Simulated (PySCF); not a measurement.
**Telling isomers of C4H13FN2Si2 apart by NMR**

Theoretical values (PySCF): geometry from GFN2-xTB, PBE0/pcSseg-1 with gauge-including orbitals. One averaged value for each set of equivalent atoms, relativity neglected, no solvent, one conformer.

Chemical shifts δ = σref − σ; TMS for 1H (σref 31.72) and 13C (σref 186.93), all at this level. Splittings of carbon signals by F and P are missing where no couplings were computed. Where no couplings were computed, multiplicities follow the n + 1 count of equivalent neighbours, and m marks all less simple cases (inequivalent or close neighbours, rings, F or P nearby). Shifts are as computed. Against solution values, carbons near 30 ppm lie about +3 ppm off and those near 130 ppm about +5 ppm. Of 1309 compounds with measured shifts, 239 miss one by over three times the rms of a fit or turn the order of signals round; such compounds aren't used in these exercises. OH and NH positions are gas-phase values without hydrogen bonding to other molecules.

(1) Tabulate the signals of `C[C@@H]1N[SiH2]N(C)[SiH2][C@H]1F`, `C[C@@H]1N[SiH2]N(C)[SiH2][C@@H]1F` and their relative energies.

(2) What is the quickest way to tell C[C@@H]1N[SiH2]N(C)[SiH2][C@H]1F from C[C@@H]1N[SiH2]N(C)[SiH2][C@@H]1F?

Answers

(1) 
```tsv
SMILES	carbon types	δC	δH	E rel. (kcal/mol)
C[C@@H]1N[SiH2]N(C)[SiH2][C@H]1F	2×CH 2×CH3	91.9, 51.1, 30.2, 24.5	5.08 (m, 1H), 5.04 (m, 1H), 4.84 (m, 1H), 4.79 (m, 1H), 4.03 (m, 1H), 3.16 (m, 1H), 2.65 (s, 3H), 1.37 (d, 3H), 0.04 (br s, 1H)	0.0
C[C@@H]1N[SiH2]N(C)[SiH2][C@@H]1F	2×CH 2×CH3	93.0, 51.3, 31.4, 23.3	5.07 (m, 1H), 5.07 (m, 1H), 4.97 (m, 1H), 4.83 (m, 1H), 4.55 (m, 1H), 3.07 (m, 1H), 2.66 (s, 3H), 1.43 (d, 3H), 1.06 (br s, 1H)	0.1
```

Energies are electronic energies at PBE0/pcSseg-1 on these geometries, without zero-point or thermal terms, each for the one conformer computed, which needn't be the lowest.

(2) Both give the same number of carbon signals, with the same numbers of each carbon type, so the positions decide. The first has a methyl carbon bonded to N (CH3) at 30.2 ppm, the second a methyl carbon bonded to N (CH3) at 31.4 ppm. Their most deshielded carbons lie at 91.9 and 93.0 ppm.
